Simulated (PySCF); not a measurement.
**Functional dependence of a UV spectrum**

Compound: C₈H₈.
SMILES: `C=Cc1ccccc1`

Linear-response calculations in the def2-SVPD basis (PySCF; singlets by full response, triplets Tamm–Dancoff, core orbitals frozen in the response; HF means time-dependent Hartree–Fock). 'Strongest' is the level of largest summed f among the singlets computed (10 roots, of which the last may lack a degenerate partner); it can jump between rows when another state enters that window. S1 is the lowest singlet of each run and needn't be the same state throughout; f(S1) is that of one state. Geometry: PBE0-D3(BJ)/def2-SVP, one conformer, isolated molecule.

| functional | kind | S1 (eV) | f(S1) | strongest (eV) | T1 (eV) | HOMO (eV) | gap (eV) | ionisation energy, ΔSCF (eV) |
| --- | --- | --- | --- | --- | --- | --- | --- | --- |
| LDA | LDA | 4.45 | 0.026 | 6.29 | 3.26 | -5.91 | 3.65 | 8.54 |
| PBE | GGA | 4.48 | 0.024 | 6.30 | 3.13 | -5.70 | 3.68 | 8.28 |
| wB97X-D | range-separated hybrid | 5.03 | 0.143 | 6.62 | 3.30 | -8.32 | 8.85 | 8.40 |

**Question.** What does HF (Hartree–Fock) give?

**Answer.** S1 (eV) 5.16, f(S1) 0.296, strongest (eV) 7.01, T1 (eV) 2.71, HOMO (eV) -8.35, gap (eV) 10.66, ionisation energy, ΔSCF (eV) not settled. S1 runs from 4.45 eV (LDA) to 5.16 eV (HF), a spread of 0.70 eV, while the orbital gap spreads over 7.0 eV. −ε(HOMO) comes closest to its own ΔSCF ionisation energy with wB97X-D (-0.08 eV) and misses most with LDA (-2.63 eV). 'Not settled' means that the ion's SCF failed to converge or may have ended in another state than the lowest.
